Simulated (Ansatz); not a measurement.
Ansatz (a program for electronic structure) input (CCSD(T)/cc-pVDZ):

Ansatz 0.2 input:
```yaml
crystal:
  periodic: [false, false, false]
  atoms:
    - {symbol: C, position_ang: [-2.69711375, -0.62612017, -0.37258293]}
    - {symbol: C, position_ang: [-1.49180628, 0.04625767, 0.27804976]}
    - {symbol: C, position_ang: [-0.20455478, -0.15681830, -0.51215750]}
    - {symbol: C, position_ang: [1.04059849, 0.43026325, 0.17351789]}
    - {symbol: C, position_ang: [2.29424883, 0.41122585, -0.70711859]}
    - {symbol: O, position_ang: [1.26304928, -0.09504818, 1.41588317]}
    - {symbol: H, position_ang: [-2.54706151, -1.70531446, -0.45393630]}
    - {symbol: H, position_ang: [-3.60584372, -0.46025681, 0.20855354]}
    - {symbol: H, position_ang: [-2.87124053, -0.24043700, -1.38021641]}
    - {symbol: H, position_ang: [-1.34903774, -0.34055152, 1.28920875]}
    - {symbol: H, position_ang: [-1.68329691, 1.11969702, 0.38282622]}
    - {symbol: H, position_ang: [-0.29723841, 0.29200769, -1.50588836]}
    - {symbol: H, position_ang: [-0.02567887, -1.22578383, -0.66834118]}
    - {symbol: H, position_ang: [0.81297637, 1.49348935, 0.41594086]}
    - {symbol: H, position_ang: [3.13738382, 0.84937537, -0.17419705]}
    - {symbol: H, position_ang: [2.12911395, 0.96734942, -1.63115173]}
    - {symbol: H, position_ang: [2.54729416, -0.61803949, -0.96811555]}
basis:
  gaussian:
    orbitals: cc-pVDZ
magnetization: {spin_polarized: true, initial_magnetization: 1}
correlation: {method: ccsd_t, electrons: outside_noble_gas}
```

Output:

```
Functional definition: HF
integrals: 0.51 GiB planned
1255 factors; integrals over basis functions are off by at most 1.3e-3 eV
0.59 GiB of device memory are held for the factors and their scratch space
mean field: 0.97 GiB planned
mean field evaluation 1: about -7356.3450 eV, gradient 2.9e1 eV
mean field evaluation 2: about -7356.5849 eV, gradient 2.9e1 eV
mean field evaluation 4: about -7362.5335 eV, gradient 5.0e0 eV
mean field evaluation 8: about -7363.0810 eV, gradient 3.6e-1 eV
mean field evaluation 16: about -7363.0847 eV, gradient 2.6e-6 eV
mean field evaluation 32: about -7363.0837 eV, gradient 2.9e-2 eV
mean field evaluation 64: about -7363.0272 eV, gradient 2.3e0 eV
mean field evaluation 96: about -7362.9030 eV, gradient 2.6e-3 eV
mean field evaluation 128: about -7362.6543 eV, gradient 4.8e-1 eV
mean field -7363.08471065 eV, -270.5883722384 hartree, gradient 2.6e-6 eV, S^2 0.758157; 6 other end points of the search recorded, 0 dependent functions left out
determinant -7363.08471065 eV, -270.5883722384 hartree, with singles and doubles -7388.73850808 eV, -271.5311319051 hartree
determinant -7362.90297136 eV, -270.5816934426 hartree, with singles and doubles -7388.52824380 eV, -271.5234048354 hartree
determinant -7363.08471065 eV, -270.5883722384 hartree, with singles and doubles -7388.73910244 eV, -271.5311537473 hartree
determinant -7362.90297136 eV, -270.5816934426 hartree, with singles and doubles -7388.52909151 eV, -271.5234359880 hartree
6 core orbitals not correlated
reference -7363.08471065 eV, -270.5883722384 hartree; 19, 18 occupied and 114, 115 virtual orbitals, 1255 factors
second order -23.39409388 eV of doubles, -0.00000000 eV of singles
coupled cluster: 5.60 GiB planned
cycle   1  -25.65439143 eV  change    3.5e-7 eV  update   3.1e-6
perturbative correction -0.72513114 eV, -0.0266480777 hartree
Total energy: -7389.46423322 eV, -271.5578018120 hartree
```

It need not be the lowest isomer of its formula.
